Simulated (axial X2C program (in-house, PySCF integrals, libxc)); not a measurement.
**ScI⁺ along the bond: BHandHLYP, spin-free**

All values were computed with an in-house all-electron X2C program for linear molecules (integrals from PySCF). Spin-free means the one-electron spin-free X2C Hamiltonian. Basis: I dyall-cv3z [11s12p8d4f1g], Sc dyall-cv3z [10s11p7d5f2g] (cores contracted in-house); Gaussian nuclei, density fitting, unrestricted open shells. Masses: I 126.904 u, Sc 44.956 u.

State: M_S = 1/2, Λ = 2 (beyond evenly filled blocks: δ+α). Dipoles are positive if Sc is the positive end and refer to the centre of mass.

```
R (Å)   μ (D)  HOMO (eV)  LUMO (eV)   ⟨S²⟩
2.257  10.200     -11.73      -6.89  0.752
2.361  10.941     -11.98      -7.00  0.752
2.438  11.498     -12.18      -7.08  0.752
2.516  12.051     -12.38      -7.18  0.752
2.594  12.601     -12.57      -7.27  0.752
2.685  13.233     -12.61      -7.39  0.752
2.776  13.854     -12.42      -7.50  0.752
2.892  14.627     -12.20      -7.64  0.752
3.035  15.525     -11.95      -7.80  0.752
```

Problem. The minimum lies at 2.606 Å. What is the dipole moment there?

Solution. At BHandHLYP, spin-free, with the sign and origin stated: μ = 12.69 D.

Without a current term, density functionals place determinants with orbital angular momentum somewhat too high. The state is one determinant with fixed occupations, lowest in a PBE0 search at one distance only: followed along the bond, the spin-free determinant M_S = 1/2, Λ = 0 reaches 0.01 eV lower at PBE0, at Re = 2.532 Å, so the state shown is not the lowest.
